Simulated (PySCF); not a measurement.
**Computed data sheet: `[SiH3]C/C=C\C#CC#CC`**

C₈H₁₀Si.
SMILES with atom numbers: `[CH3:1][C:2]#[C:3][C:4]#[C:5]/[CH:6]=[CH:7]\[CH2:8][SiH3:9]` (hydrogens: H10, H11, H12 on C1; H13 on C6; H14 on C7; H15, H16 on C8; H17, H18, H19 on Si9)

Structural features include: alkyne, C=C double bond, Si–H bond and C–Si bond.

**PBE0-D3(BJ)/def2-SVP geometry optimisation, gas phase (PySCF)**

| Item | Value |
| --- | --- |
| Point group | C1 |
| Rotational constants A, B, C | 2.438, 0.479, 0.417 GHz |

wB97X-D/def2-SVPD ground state, ΔSCF and vertical TDDFT (core frozen in the response) (PySCF):

| Property | Result |
| --- | --- |
| Dipole moment | 0.83 D |
| HOMO energy | -7.93 eV |
| LUMO energy | 0.30 eV |
| HOMO–LUMO gap | 8.23 eV |
| Lowest singlet excitation | 4.20 eV (295 nm, f = 0.012) |
| Strongest line among the 10 lowest singlet transitions | S4 at 5.80 eV (214 nm, f = 0.843) |
| Lowest triplet excitation (Tamm–Dancoff) | 2.90 eV |
| Static isotropic polarisability | 143.8 au |
| Vertical ionisation energy | 7.95 eV |
| Electronic spatial extent ⟨r²⟩ about the centre of nuclear charge | 2643 bohr² |

**PBE0/pcSseg-1 ground state and GIAO shieldings, non-relativistic (PySCF)**

| Quantity | Value |
| --- | --- |
| Lowest Hirshfeld atomic charge | -0.15 e on C8 |
| Highest Hirshfeld atomic charge | +0.31 e on Si9 |
| 13C chemical shifts (computed TMS as zero) by class | 154.9 (C7), 114.2 (C6), 92.9 (C4), 89.0 (C2), 72.9 (C5), 71.0 (C3), 16.4 (C8), 6.0 (C1) ppm |
| 1H chemical shifts (computed TMS as zero) by class | 6.31 (H14), 5.52 (H13), 3.90 (H17/H18/H19), 2.13 (H15/H16), 2.11 (H10/H11/H12) ppm |
| Isotropic shieldings of nuclei other than C and H, by class | 419 (Si9) ppm |
| Mayer bond orders between heavy atoms | C1–C2 1.25, C2–C3 2.17, C3–C4 1.03, C4–C5 2.05, C5–C6 1.19, C6–C7 1.82, C7–C8 1.06, C8–Si9 0.88 |

Monoisotopic mass from the formula: 134.0552 u.

The rotational constants make it an asymmetric top with κ = (2B − A − C)/(A − C) = -0.94, nearer the prolate limit (−1). The ΔSCF ionisation energy exceeds −ε(HOMO) by 0.02 eV with wB97X-D. The 10 singlets span 4.20 to 6.93 eV, and their oscillator strengths add up to 1.26. The dipole matches unit charges of opposite sign 0.17 Å apart (1 e·Å = 4.8032 D). The polarisability is 21.31 Å³ as a volume (1 au = 0.148185 Å³), or 2.00 au for each of the 72 electrons. The largest Löwdin shares of the HOMO are 0.16 on C4, 0.15 on C7, 0.15 on C5 and 0.14 on C2. A dipole of 0.83 D is allowed in C1, and pure rotational transitions are dipole-allowed. The vertical singlet–triplet gap S1 − T1 is 1.30 eV (TDDFT singlet less Tamm–Dancoff triplet; S1: HOMO−1→LUMO, weight 0.76; T1: HOMO→LUMO, weight 0.90).

 NMR classes are plain means over equivalent atoms (diastereotopic ones count apart unless rotation or inversion swaps them), as if these changed places fast; in this geometry the members of some classes differ.

Shape of the structure used: `[CH3:1][C:2]#[C:3][C:4]#[C:5]/[CH:6]=[CH:7]\[CH2:8][SiH3:9]`: C6–C7–C8–Si9 93°.

One conformer stands for the species.
